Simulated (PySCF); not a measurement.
C3H4FNOSi.
SMILES: `C=CO[Si@@H](F)C#N`

Torsions of this conformer, `[CH2:1]=[CH:2][O:3][Si@@H:4]([F:5])[C:6]#[N:7]`: C1–C2–O3–Si4 2°, C2–O3–Si4–F5 -177°.

The closed-shell ground state was solved at several levels (PySCF, density fitting, gas phase, non-relativistic). Isolated species at its PBE0-D3(BJ)/def2-SVP geometry (one conformer only).

```tsv
level	basis functions	HOMO (eV)	LUMO (eV)	gap (eV)	dipole (D)
PBE0/6-31G*	110	-7.41	-0.93	6.48	3.03
PBE0/6-31G	75	-7.54	-1.14	6.40	3.33
BLYP/pcSseg-1	146	-6.34	-2.00	4.34	3.02
B97-2/pcSseg-1	146	-7.46	-1.23	6.23	3.13
B97-D/pcSseg-1	146	-6.46	-2.05	4.41	3.04
PBE0/def2-SVP	122	-7.62	-1.08	6.54	2.99
```

**Question.** Estimate the row for B3LYP/6-31G*, a basis of 110 functions; the other rows only guide the guess.

**Answer.** HOMO -7.12 eV, LUMO -1.09 eV, gap 6.03 eV, dipole 3.01 D.

**Question.** Over all these levels, which gives the widest orbital gap and which the narrowest?

**Answer.** PBE0/def2-SVP (global hybrid, 25 % exact exchange) has the widest, 6.54 eV, and BLYP/pcSseg-1 (GGA) the narrowest, 4.34 eV. Functional and basis both differ between the two, so the spread mixes both effects.

**Question.** How much does the basis alone move the frontier levels among the 3 PBE0 rows?

**Answer.** The HOMO by 0.21 eV and the LUMO by 0.21 eV. By rising basis size (HOMO, LUMO in eV): 6-31G -7.54, -1.14; 6-31G* -7.41, -0.93; def2-SVP -7.62, -1.08.

**Question.** How far do the dipole and the HOMO energy spread over the levels?

**Answer.** The dipole runs from 2.99 to 3.33 D (mean 3.08 D) and the HOMO from -7.62 to -6.34 eV.
